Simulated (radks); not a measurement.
Species: Ca2+. Configuration: [Ar] (the NIST ground configuration). All-electron calculation, non-relativistic Kohn-Sham, BLYP, spin-polarised, spherical densities, point nucleus. Program: a radial shooting solver on a logarithmic mesh with Libxc functionals. Some entries of the table are withheld. Estimate them.

| orbital | occ. | eigenvalue (hartree) | <r> (bohr) |
|---|---|---|---|
| 1s | 2 | -144.9860 | 0.07737 |
| 2s | 2 | -15.65675 | (1) |
| 2p | 6 | (2) | 0.3287 |
| 3s | 2 | -2.26233 | 1.158 |
| 3p | 6 | (3) | 1.261 |

Answer. 
(1) 2s <r> (bohr): 0.3670
(2) 2p eigenvalue (hartree): -12.86386
(3) 3p eigenvalue (hartree): -1.57676
